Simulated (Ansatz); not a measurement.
Computed with Ansatz on PBE0-D4/def2-TZVP structures; ΔE is electronic, products minus reactants. CBS: MP2 limit from def2 TZ/QZ plus the TZ coupled-cluster correction, frozen cores. This one scheme is used for every species. DFT in def2-TZVPP. B3LYP here is the variant with VWN-RPA as its local correlation; programs differ in this. Open shells (•) are unrestricted, without spin–orbit coupling. Each species was taken in one conformer, which may not be the lowest.

Reaction (homolysis of the Al–Si bond): `[SiH3][O][AlH][SiH3]` → `[AlH][O][SiH3]`• + `[SiH3]`•

`[SiH3][O][AlH][SiH3]`:

Z-matrix (Å, degrees):
```
Si
O 1 1.625
H 1 1.489 2 110.7
H 1 1.487 2 109.8 3 120.0
H 1 1.487 2 109.9 3 -120.1
Al 2 1.686 1 164.5 3 -3.5
Si 6 2.452 2 118.0 1 -3.0
H 6 1.583 2 116.8 1 177.7
H 7 1.491 6 111.5 2 140.2
H 7 1.490 6 112.2 2 18.8
H 7 1.492 6 110.3 2 -101.0
```

`[AlH][O][SiH3]`•:

Z-matrix (Å, degrees):
```
Si
O 1 1.627
H 1 1.488 2 110.3
H 1 1.487 2 110.0 3 119.9
H 1 1.487 2 110.2 3 -120.1
Al 2 1.689 1 169.6 3 45.7
H 6 1.609 2 116.0 1 -175.6
```

`[SiH3]`•:

Cartesian coordinates in Å:
```
Si 0.052 0.263 0.204
H 0.084 -0.967 1.038
H 1.140 0.256 -0.808
H -1.277 0.447 -0.435
```

```csv
level,ΔE (kJ/mol),difference from CCSD(T)/CBS
PBE-D4,287.1,-19.4
r2SCAN-D4,278.0,-28.5
PBE0-D4,290.0,-16.5
B3LYP-D4,285.8,-20.7
ωB97X-V,309.9,3.4
ωB97M-V,306.2,-0.3
B2PLYP,285.7,-20.8
PBE,281.7,-24.8
r2SCAN,276.2,-30.3
PBE0,285.0,-21.5
B3LYP,277.4,-29.1
HF/def2-TZVPP,211.2,-95.3
MP2/def2-TZVPP,290.6,-15.9
SCS-MP2/def2-TZVPP,295.3,-11.2
CCSD/def2-TZVPP,290.9,-15.6
CCSD(T)/def2-TZVPP,296.0,-10.5
HF/def2-QZVPP,210.3,-96.2
MP2/def2-QZVPP,296.3,-10.2
SCS-MP2/def2-QZVPP,302.1,-4.4
HF/CBS(def2),210.2,-96.3
MP2/CBS(def2),301.1,-5.4
CCSD/CBS(def2),301.4,-5.1
CCSD(T)/CBS,306.5,0
```

Largest T1 diagnostic among the species: 0.015.

The D4 term adds +8.4 kJ/mol with B3LYP and +5.0 kJ/mol with PBE0; it sums over pairs of atoms, weighted by their polarisabilities, and B3LYP, whose exchange is more repulsive, gets the larger term. From PBE to PBE0 (25 % exact exchange), in def2-TZVPP and without D4, ΔE moves by +3.2 kJ/mol. In def2-TZVPP, CCSD(T) changes the Hartree–Fock value by +84.8 kJ/mol (the triples alone add +5.1 kJ/mol) and MP2 by +79.4 kJ/mol; breaking electron pairs costs correlation energy, which Hartree–Fock lacks.
